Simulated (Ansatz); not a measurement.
`Sc1sc(-c2sc(-c3sc(-c4sc(S)c5c4OCCO5)c4c3OCCO4)c3c2OCCO3)c2c1OCCO2`. Total charge 0; triplet. Geometry PBE-D4/def2-SVP, that of the neutral singlet; atoms count from 1.

Cartesian coordinates in Å:
```
S -6.783 -3.852 3.639
C -5.226 -3.045 3.593
S -4.313 -2.864 2.107
C -2.974 -2.075 2.922
C -1.814 -1.626 2.196
S -1.977 -0.936 0.586
C -0.246 -0.662 0.436
C 0.350 -0.100 -0.739
S 2.079 0.187 -0.885
C 1.924 0.801 -2.526
C 3.083 1.242 -3.257
S 4.627 0.419 -3.108
C 5.417 1.510 -4.231
S 7.097 1.310 -4.693
C 4.509 2.448 -4.711
C 3.197 2.307 -4.152
O 2.182 3.170 -4.446
C 2.431 3.884 -5.657
C 3.841 4.461 -5.664
O 4.828 3.428 -5.600
C 0.588 0.784 -2.925
C -0.291 0.293 -1.915
O -1.642 0.191 -2.092
C -2.015 0.258 -3.472
C -1.264 1.378 -4.182
O 0.146 1.146 -4.162
C 0.397 -1.079 1.604
C -0.476 -1.633 2.586
O -0.015 -2.155 3.758
C 1.310 -1.713 4.059
C 2.217 -1.825 2.839
O 1.748 -0.987 1.778
C -3.236 -1.983 4.289
C -4.501 -2.541 4.668
O -4.948 -2.541 5.953
C -4.202 -1.661 6.799
C -2.706 -1.767 6.528
O -2.405 -1.380 5.188
H -7.583 -2.745 3.518
H 7.650 2.215 -3.824
H 2.291 3.207 -6.532
H 1.678 4.694 -5.710
H 3.964 5.155 -4.801
H 4.033 5.023 -6.600
H -3.108 0.436 -3.496
H -1.799 -0.716 -3.968
H -1.493 2.355 -3.697
H -1.562 1.431 -5.248
H 1.285 -0.658 4.416
H 1.681 -2.358 4.880
H 3.245 -1.491 3.077
H 2.255 -2.884 2.492
H -4.437 -1.952 7.842
H -4.537 -0.610 6.638
H -2.141 -1.083 7.192
H -2.359 -2.810 6.710
```

Single mean-field runs in def2-SVP are fitted with def2-universal-jkfit. At PBE0-D4/def2-SVP a singlet of charge 0 lies 1.93 eV below the triplet at the same geometry.

(1) Estimate the Mulliken populations of the heavy atoms from the PBE0/def2-SVP orbitals of Ansatz.

(2) Where does the spin sit?

(3) And the Mayer bond orders between heavy atoms (over 0.3, the first 40 of 45)?

## Answers

(1) 
```tsv
atom	charge (e)	spin (α − β)
S1	0.01	-0.01
C2	-0.33	0.18
S3	0.16	0.03
C4	-0.21	-0.11
C5	-0.17	0.42
S6	0.15	0.04
C7	-0.12	0.17
C8	-0.12	0.17
S9	0.15	0.04
C10	-0.17	0.42
C11	-0.21	-0.11
S12	0.16	0.03
C13	-0.33	0.18
S14	0.01	-0.01
C15	0.20	-0.08
C16	0.21	0.16
O17	-0.34	0.02
C18	0.12	0.00
C19	0.13	0.00
O20	-0.33	-0.01
C21	0.22	-0.10
C22	0.11	0.22
O23	-0.35	0.04
C24	0.13	0.00
C25	0.13	0.00
O26	-0.34	0.00
C27	0.11	0.22
C28	0.22	-0.10
O29	-0.34	0.00
C30	0.13	0.00
C31	0.13	0.00
O32	-0.35	0.04
C33	0.22	0.16
C34	0.20	-0.08
O35	-0.33	-0.01
C36	0.13	0.00
C37	0.12	0.00
O38	-0.34	0.02
```
Mulliken values depend strongly on the basis.

(2) Summed by element: S 0.12, C 1.72, O 0.11, H 0.05, of 2 unpaired in all. Largest on single atoms: C10 0.42, C5 0.42, C27 0.22.

(3) S1–C2 1.09 (1.75 Å); C2–S3 1.08 (1.75 Å); C2–C34 1.47 (1.39 Å); S3–C4 1.11 (1.76 Å); C4–C5 1.19 (1.44 Å); C4–C33 1.42 (1.39 Å); C5–S6 1.04 (1.76 Å); C5–C28 1.33 (1.39 Å); S6–C7 1.03 (1.76 Å); C7–C8 1.49 (1.43 Å); C7–C27 1.21 (1.40 Å); C8–S9 1.03 (1.76 Å); C8–C22 1.21 (1.40 Å); S9–C10 1.04 (1.76 Å); C10–C11 1.19 (1.44 Å); C10–C21 1.33 (1.39 Å); C11–S12 1.11 (1.76 Å); C11–C16 1.41 (1.40 Å); S12–C13 1.08 (1.75 Å); C13–S14 1.09 (1.75 Å); C13–C15 1.47 (1.39 Å); C15–C16 1.21 (1.43 Å); C15–O20 1.13 (1.36 Å); C16–O17 1.12 (1.36 Å); O17–C18 0.94 (1.43 Å); C18–C19 1.06 (1.52 Å); C19–O20 0.93 (1.43 Å); C21–C22 1.32 (1.43 Å); C21–O26 1.12 (1.36 Å); C22–O23 1.10 (1.37 Å); O23–C24 0.93 (1.43 Å); C24–C25 1.06 (1.52 Å); C25–O26 0.94 (1.43 Å); C27–C28 1.32 (1.43 Å); C27–O32 1.10 (1.37 Å); C28–O29 1.12 (1.36 Å); O29–C30 0.94 (1.43 Å); C30–C31 1.06 (1.52 Å); C31–O32 0.93 (1.43 Å); C33–C34 1.21 (1.43 Å).
